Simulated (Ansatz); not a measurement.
CH4FISn (`[CH3][SnH]([F])[I]`), relaxed with RKS PBE0-D4/def2-TZVP in the Gaussian-basis code of Ansatz from a PBE-D4/def2-SVP geometry. The force threshold is 0.005 eV/Å; the program also tests the step.

The species carries charge 0 and has multiplicity 1. Sn, I: def2 effective core potential.

Start:

```xyz
8

C     0.379   -0.936   -0.719
Sn   -0.284    0.542    0.700
F    -2.239    0.635    0.538
I     0.667    2.973   -0.038
H     1.484   -0.987   -0.692
H    -0.056   -1.917   -0.453
H     0.042   -0.625   -1.725
H     0.007    0.315    2.389
```

```csv
step,energy (eV),largest force (eV/Å),largest move (Å)
1,-17752.1887,0.850,0.000
2,-17752.2402,0.255,0.075
3,-17752.2466,0.038,0.027
4,-17752.2468,0.020,0.008
5,-17752.2469,0.007,0.003
6,-17752.2469,0.002,0.001
```

End:

```xyz
8

C     0.372   -0.924   -0.704
Sn   -0.259    0.541    0.691
F    -2.170    0.624    0.504
I     0.632    2.954   -0.021
H     1.459   -0.994   -0.697
H    -0.065   -1.886   -0.437
H     0.029   -0.623   -1.692
H     0.001    0.307    2.357
```

Run time 16 s (4 threads of an Intel Xeon Platinum 8488C on a shared host); peak host memory 0.52 GiB.
